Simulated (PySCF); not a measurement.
Ionising MgSe

M06-2X; basis Mg aug-cc-pVDZ, Se aug-cc-pVDZ-PP with ECP10; scalar-relativistic core potentials; PySCF 2.14. Neutral (UKS): singlet (closed shell), Re = 2.273 Å, ωe = 432 cm⁻¹, De = 1.49 eV, HOMO -6.68 eV, LUMO -3.20 eV.

MgSe⁻ (UKS): doublet (σ ↑), Re = 2.353 Å, ωe = 387 cm⁻¹, De = 1.77 eV to Mg + Se⁻. The energies at the minima are -573.38300 hartree for MgSe and -573.46431 for MgSe⁻.

(1) Work out the adiabatic electron affinity, without and with harmonic zero-point energies (1 hartree = 27.2114 eV, 1 eV = 8065.5 cm⁻¹), and the change of the bond length.

Spin–orbit coupling is left out. For an ion De counts to the pair picked by the measured ionisation energies or electron affinities, which need not be the lowest pair at this level. States were picked by a PBE0 search and need not be the measured ground states.

Answers

(1) At M06-2X: 0.08131 hartree = 2.213 eV between the minima; the zero-point term (432.0 − 387.0)/2 cm⁻¹ = +0.003 eV makes it 2.215 eV. Re changes by +8.0 pm against the neutral. The electron enters a σ orbital; the charge polarises the partner, so the anion is bound more strongly.
